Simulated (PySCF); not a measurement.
Atoms are numbered as in `[CH2:1]=[CH:2][Si:3]([CH:4]=[CH2:5])([CH:6]=[CH2:7])[CH:8]=[CH2:9]`. Each H is labelled by its parent atom. Ha(C1), Ha(C5), Ha(C7), Ha(C9) are cis to Si3; Hb(C1), Hb(C5), Hb(C7), Hb(C9) are trans to Si3.

Geometry: PBE0-D3(BJ)/def2-SVP; GIAO shifts from PySCF 2.14, gas phase, non-relativistic, averaged over equivalent atoms.

At KT2/pcSseg-1 (220 basis functions, 47 s wall time on 1 thread of an x86-64 server CPU, shared host):
| atoms | δ (ppm) |
| --- | --- |
| C1/C5/C7/C9 | 136.1 |
| C2/C4/C6/C8 | 131.7 |
| Si3 | -23.7 |
| Hb(C1)/Hb(C5)/Hb(C7)/Hb(C9) | 6.31 |
| H(C2)/H(C4)/H(C6)/H(C8) | 6.09 |
| Ha(C1)/Ha(C5)/Ha(C7)/Ha(C9) | 5.97 |

Scale: TMS for ¹³C (183.22 ppm), ²⁹Si (361.05 ppm), ¹H (31.18 ppm) (reference shieldings calculated alike).

Q: What do these become at PBE0/pcSseg-1?

A: 
```json
{"atoms": "C1/C5/C7/C9", "δ at PBE0/pcSseg-1": "146.8", "change": "+10.7"}
{"atoms": "C2/C4/C6/C8", "δ at PBE0/pcSseg-1": "143.0", "change": "+11.3"}
{"atoms": "Si3", "δ at PBE0/pcSseg-1": "-21.1", "change": "+2.6"}
{"atoms": "Hb(C1)/Hb(C5)/Hb(C7)/Hb(C9)", "δ at PBE0/pcSseg-1": "6.50", "change": "+0.19"}
{"atoms": "H(C2)/H(C4)/H(C6)/H(C8)", "δ at PBE0/pcSseg-1": "6.36", "change": "+0.27"}
{"atoms": "Ha(C1)/Ha(C5)/Ha(C7)/Ha(C9)", "δ at PBE0/pcSseg-1": "6.17", "change": "+0.20"}
```

Referencing at the same level of theory: ¹³C (σref 184.41), ²⁹Si (σref 351.99), ¹H (σref 31.27) against TMS.

The largest change is at C2/C4/C6/C8 (alkene CH). Cost: 220 basis functions, 37 s wall time on 1 thread of an x86-64 server CPU, shared host.
